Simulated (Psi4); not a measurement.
Input file for Psi4: SAPT0/aug-cc-pVDZ on H5PSe (a complex), monomers drawn apart or pushed together.

```
memory 2025 MB

molecule dimer {
0 1
P     0.11565038    0.07616293   -0.17248011
H    -0.63776474    1.26483832   -0.00582678
H     0.20601362    0.21841078   -1.58161171
H    -1.03240589   -0.75251457   -0.23360111
--
0 1
Se    0.24762565    0.11869754    3.10042827
H    -0.06545238   -0.37025960    4.45374713
H     0.95683091   -1.12410003    2.76895462
units angstrom
symmetry c1
no_reorient
no_com
}

set {
  basis aug-cc-pVDZ
  scf_type df
  freeze_core true
}

energy('sapt0')
```

Output:

```
[...]
==> Input File <==

--------------------------------------------------------------------------
memory 2025 MB

molecule dimer {
0 1
P     0.11565038    0.07616293   -0.17248011
H    -0.63776474    1.26483832   -0.00582678
H     0.20601362    0.21841078   -1.58161171
H    -1.03240589   -0.75251457   -0.23360111
--
0 1
Se    0.24762565    0.11869754    3.10042827
H    -0.06545238   -0.37025960    4.45374713
H     0.95683091   -1.12410003    2.76895462
units angstrom
symmetry c1
no_reorient
no_com
}

set {
  basis aug-cc-pVDZ
  scf_type df
  freeze_core true
}

energy('sapt0')
--------------------------------------------------------------------------


   => Loading Basis Set <=

    Name: AUG-CC-PVDZ
    Role: ORBITAL
    Keyword: BASIS
    atoms 1        entry P          line   636 file aug-cc-pvdz.gbs
    atoms 2-4, 6-7 entry H          line    40 file aug-cc-pvdz.gbs
    atoms 5        entry SE         line  3217 file aug-cc-pvdz.gbs

   => Loading Basis Set <=

    Name: AUG-CC-PVDZ
    Role: ORBITAL
    Keyword: BASIS
    atoms 1        entry P          line   636 file aug-cc-pvdz.gbs
    atoms 2-4, 6-7 entry H          line    40 file aug-cc-pvdz.gbs
    atoms 5        entry SE         line  3217 file aug-cc-pvdz.gbs


  //>>>>>>>>>>>>>>>>>>>>>>>>>>>>>>>>>>>//
  //              Dimer HF             //
  //<<<<<<<<<<<<<<<<<<<<<<<<<<<<<<<<<<<//

   => Libint2 <=

    Primary   basis highest AM E, G, H:  7, 6, 3
    Auxiliary basis highest AM E, G, H:  7, 7, 4
    Onebody   basis highest AM E, G, H:  -, -, -
    Solid Harmonics ordering:            Gaussian


   => Loading Basis Set <=

    Name: AUG-CC-PVDZ
    Role: ORBITAL
    Keyword: BASIS
    atoms 1        entry P          line   636 file aug-cc-pvdz.gbs
    atoms 2-4, 6-7 entry H          line    40 file aug-cc-pvdz.gbs
    atoms 5        entry SE         line  3217 file aug-cc-pvdz.gbs


         ---------------------------------------------------------
                                   SCF
               by Justin Turney, Rob Parrish, Andy Simmonett
                          and Daniel G. A. Smith
                              RHF Reference
                        1 Threads,   1931 MiB Core
         ---------------------------------------------------------

  ==> Geometry <==

    Molecular point group: c1
    Full point group: C1

    Geometry (in Angstrom), charge = 0, multiplicity = 1:

       Center              X                  Y                   Z               Mass
    ------------   -----------------  -----------------  -----------------  -----------------
         P            0.115650380000     0.076162930000    -0.172480110000    30.973761998420
         H           -0.637764740000     1.264838320000    -0.005826780000     1.007825032230
         H            0.206013620000     0.218410780000    -1.581611710000     1.007825032230
         H           -1.032405890000    -0.752514570000    -0.233601110000     1.007825032230
         SE           0.247625650000     0.118697540000     3.100428270000    79.916521800000
         H           -0.065452380000    -0.370259600000     4.453747130000     1.007825032230
         H            0.956830910000    -1.124100030000     2.768954620000     1.007825032230

  Running in c1 symmetry.

  Rotational constants: A =      2.40642  B =      0.02087  C =      0.02083 [cm^-1]
  Rotational constants: A =  72142.65519  B =    625.58527  C =    624.36396 [MHz]
  Nuclear repulsion =  143.473917200765214

  Charge       = 0
  Multiplicity = 1
  Electrons    = 54
  Nalpha       = 27
  Nbeta        = 27

  ==> Algorithm <==

  SCF Algorithm Type is DF.
  DIIS enabled.
  MOM disabled.
  Fractional occupation disabled.
  Guess Type is SAD.
  Energy threshold   = 1.00e-08
  Density threshold  = 1.00e-08
  Integral threshold = 1.00e-12

  ==> Primary Basis <==

  Basis Set: AUG-CC-PVDZ
    Blend: AUG-CC-PVDZ
    Number of shells: 50
    Number of basis functions: 108
    Number of Cartesian functions: 113
    Spherical Harmonics?: true
    Max angular momentum: 2

   => Loading Basis Set <=

    Name: (AUG-CC-PVDZ AUX)
    Role: JKFIT
    Keyword: DF_BASIS_SCF
    atoms 1        entry P          line   608 file aug-cc-pvdz-jkfit.gbs
    atoms 2-4, 6-7 entry H          line    70 file aug-cc-pvdz-jkfit.gbs
    atoms 5        entry SE         line  1269 file aug-cc-pvdz-jkfit.gbs

  ==> Integral Setup <==

  DFHelper Memory: AOs need 0.045 GiB; user supplied 1.414 GiB.
  SCF_SUBTYPE=INCORE selected. In-core MEM_DF algorithm will be used.
  Using in-core AOs.

  ==> MemDFJK: Density-Fitted J/K Matrices <==

    J tasked:                   Yes
    K tasked:                   Yes
    wK tasked:                   No
    OpenMP threads:               1
    Algorithm:                 Core
    Schwarz Cutoff:           1E-12
    Mask sparsity (%):       0.6516
    Fitting Condition:        1E-10

   => Auxiliary Basis Set <=

  Basis Set: (AUG-CC-PVDZ AUX)
    Blend: AUG-CC-PVDZ-JKFIT
    Number of shells: 152
 
[...]
inal Energy: -2400.34742835764973

   => Energetics <=

    Nuclear Repulsion Energy =             24.7180314133315200
    One-Electron Energy =               -3392.8229109462599808
    Two-Electron Energy =                 967.7574511752789022
    Total Energy =                      -2400.3474283576497328

Computation Completed


Properties will be evaluated at   0.000000,   0.000000,   0.000000 [a0]

Properties computed using the SCF density matrix


 Multipole Moments:

 ------------------------------------------------------------------------------------
     Multipole            Electronic (a.u.)      Nuclear  (a.u.)        Total (a.u.)
 ------------------------------------------------------------------------------------

 L = 1.  Multiply by 2.5417464519 to convert [e a0] to [Debye]
 Dipole X            :        -17.5311096           17.5945797            0.0634702
 Dipole Y            :         -5.0823074            4.8024682           -0.2798392
 Dipole Z            :       -212.6908275          212.8535785            0.1627509
 Magnitude           :                                                    0.3298883

 ------------------------------------------------------------------------------------

  Constructing Basis Sets for SAPT...

   => Loading Basis Set <=

    Name: (AUG-CC-PVDZ AUX)
    Role: RIFIT
    Keyword: DF_BASIS_SAPT
    atoms 1        entry P          line   458 file aug-cc-pvdz-ri.gbs
    atoms 2-4, 6-7 entry H          line    30 file aug-cc-pvdz-ri.gbs
    atoms 5        entry SE         line   900 file aug-cc-pvdz-ri.gbs

   => Loading Basis Set <=

    Name: (AUG-CC-PVDZ AUX)
    Role: JKFIT
    Keyword: DF_BASIS_ELST
    atoms 1        entry P          line   608 file aug-cc-pvdz-jkfit.gbs
    atoms 2-4, 6-7 entry H          line    70 file aug-cc-pvdz-jkfit.gbs
    atoms 5        entry SE         line  1269 file aug-cc-pvdz-jkfit.gbs


  //>>>>>>>>>>>>>>>>>>>>>>>>>>>>>>>>>>>//
  //               SAPT0               //
  //<<<<<<<<<<<<<<<<<<<<<<<<<<<<<<<<<<<//



        SAPT0
    Ed Hohenstein
     6 June 2009

      Orbital Information
  --------------------------
    NSO        =       108
    NMO        =       108
    NRI        =       337
    NRI (Elst) =       482
    NOCC A     =         9
    NOCC B     =        18
    FOCC A     =         5
    FOCC B     =         9
    NVIR A     =        99
    NVIR B     =        90

    Elst10,r            =    -0.008878424709 [Eh]
    Exch10              =     0.016741774920 [Eh]
    Exch10 (S^2)        =     0.016521415457 [Eh]

    Maxiter = 50
    CPHF R converge = 1.000000E-08

    Iter     Energy [mEh]          dE [mEh]         Residual      Time [s]
       1     -12.63122398      12.631223982     1.433947e-02             0
       2     -15.61354560       2.982321619     2.605387e-03             0
       3     -15.47561857      -0.137927031     6.267807e-04             0
       4     -15.48730362       0.011685055     1.484969e-04             1
       5     -15.49047554       0.003171914     3.664080e-05             1
       6     -15.48932330      -0.001152237     8.006543e-06             1
       7     -15.48940240       0.000079098     1.477006e-06             1
       8     -15.48943917       0.000036770     3.702522e-07             1
       9     -15.48943078      -0.000008394     6.720998e-08             1
      10     -15.48943118       0.000000404     1.320921e-08             1
      11     -15.48943142       0.000000237     2.107259e-09             1

    CHF Iterations converged

    Maxiter = 50
    CPHF R converge = 1.000000E-08

    Iter     Energy [mEh]          dE [mEh]         Residual      Time [s]
       1      -3.75131276       3.751312765     8.556008e-03             0
       2      -4.77755483       1.026242070     1.901648e-03             0
       3      -4.75711327      -0.020441560     7.894264e-04             0
       4      -4.74421198      -0.012901290     2.306578e-04             0
       5      -4.74954506       0.005333071     6.470602e-05             0
       6      -4.74948811      -0.000056946     1.782730e-05             0
       7      -4.74916984      -0.000318265     4.154845e-06             0
       8      -4.74922598       0.000056138     1.241963e-06             0
       9      -4.74922482      -0.000001162     3.641353e-07             0
      10      -4.74922047      -0.000004351     7.958006e-08             0
      11      -4.74922124       0.000000775     1.151575e-08             0
      12      -4.74922118      -0.000000060     2.234250e-09             0

    CHF Iterations converged

    Ind20,r (A<-B)      =    -0.015489431417 [Eh]
    Ind20,r (B<-A)      =    -0.004749221184 [Eh]
    Ind20,r             =    -0.020238652601 [Eh]
    Exch-Ind20,r (A<-B) =     0.014588958186 [Eh]
    Exch-Ind20,r (B<-A) =     0.004180287281 [Eh]
    Exch-Ind20,r        =     0.018769245467 [Eh]
    Disp20              =    -0.007471514724 [Eh]
    Disp20 (SS)         =    -0.003735757362 [Eh]
    Disp20 (OS)         =    -0.003735757362 [Eh]
    Exch-Disp20         =     0.001254219190 [Eh]
    Exch-Disp20 (SS)    =     0.000733548833 [Eh]
    Exch-Disp20 (OS)    =     0.000520670357 [Eh]

    SAPT Results
  --------------------------------------------------------------------------------------------------------
    Electrostatics                 -8.87842471 [mEh]      -5.57129562 [kcal/mol]     -23.31030086 [kJ/mol]
      Elst10,r                     -8.87842471 [mEh]      -5.57129562 [kcal/mol]     -23.31030086 [kJ/mol]

    Exchange                       16.74177492 [mEh]      10.50562237 [kcal/mol]      43.95552400 [kJ/mol]
      Exch10                       16.74177492 [mEh]      10.50562237 [kcal/mol]      43.95552400 [kJ/mol]
      Exch10(S^2)                  16.52141546 [mEh]      10.36734472 [kcal/mol]      43.37697031 [kJ/mol]

    Induction                      -2.76653024 [mEh]      -1.73602394 [kcal/mol]      -7.26352416 [kJ/mol]
      Ind20,r                     -20.23865260 [mEh]     -12.69994624 [kcal/mol]     -53.13657508 [kJ/mol]
      Exch-Ind20,r                 18.76924547 [mEh]      11.77787935 [kcal/mol]      49.27864718 [kJ/mol]
      delta HF,r (2)               -1.29712311 [mEh]      -0.81395704 [kcal/mol]      -3.40559626 [kJ/mol]

    Dispersion                     -6.21729553 [mEh]      -3.90141185 [kcal/mol]     -16.32350718 [kJ/mol]
      Disp20                       -7.47151472 [mEh]      -4.68844627 [kcal/mol]     -19.61645921 [kJ/mol]
      Exch-Disp20                   1.25421919 [mEh]       0.78703442 [kcal/mol]       3.29295203 [kJ/mol]
      Disp20 (SS)                  -3.73575736 [mEh]      -2.34422314 [kcal/mol]      -9.80822960 [kJ/mol]
      Disp20 (OS)                  -3.73575736 [mEh]      -2.34422314 [kcal/mol]      -9.80822960 [kJ/mol]
      Exch-Disp20 (SS)              0.73354883 [mEh]       0.46030884 [kcal/mol]       1.92593220 [kJ/mol]
      Exch-Disp20 (OS)              0.52067036 [mEh]       0.32672558 [kcal/mol]       1.36701983 [kJ/mol]

  Total HF                          5.09681997 [mEh]       3.19830281 [kcal/mol]      13.38169898 [kJ/mol]
  Total SAPT0                      -1.12047557 [mEh]      -0.70310903 [kcal/mol]      -2.94180820 [kJ/mol]

  Special recipe for scaled SAPT0 (see Manual):
    Electrostatics sSAPT0          -8.87842471 [mEh]      -5.57129562 [kcal/mol]     -23.31030086 [kJ/mol]
    Exchange sSAPT0                16.74177492 [mEh]      10.50562237 [kcal/mol]      43.95552400 [kJ/mol]
    Induction sSAPT0               -2.00544697 [mEh]      -1.25843697 [kcal/mol]      -5.26530028 [kJ/mol]
    Dispersion sSAPT0              -6.16643759 [mEh]      -3.86949801 [kcal/mol]     -16.18997966 [kJ/mol]
  Total sSAPT0                     -0.30853435 [mEh]      -0.19360822 [kcal/mol]      -0.81005681 [kJ/mol]
  --------------------------------------------------------------------------------------------------------



*** Psi4 exiting successfully. Buy a developer a beer!
```

The run finished.

Cost: roughly 20 core-seconds.
